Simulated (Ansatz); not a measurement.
Basis-set series for `[NH2][Al]([SiH3])[SiH2]O`. The species carries charge 0 and has multiplicity 1. Geometry: relaxed with PBE0-D4/def2-TZVP. It is one conformer, not always the lowest.

| functional | basis | functions | energy (Eh) | HOMO (eV) | LUMO (eV) |
| --- | --- | --- | --- | --- | --- |
| PBE0-D4 | def2-TZVPP | 300 | -955.86192 | -6.81 | -1.50 |
| PBE0-D4 | def2-QZVPP | 564 | -955.89720 | -6.83 | -1.55 |
| ωB97M-V | def2-TZVPP | 300 | -956.23829 | -8.74 | 0.17 |
| ωB97M-V | def2-QZVPP | 564 | -956.27213 | -8.77 | 0.04 |

Question: Give the rows for def2-SVP. (Estimate.)

Answer: The calculation gave: 
```
functional     basis  functions  energy (Eh)  HOMO (eV)  LUMO (eV)
   PBE0-D4  def2-SVP        122   -955.40210      -6.75      -1.36
   ωB97M-V  def2-SVP        122   -955.77222      -8.65       0.39
```

Positive LUMOs are unbound and depend on the basis.

Program: Ansatz 0.2.0.
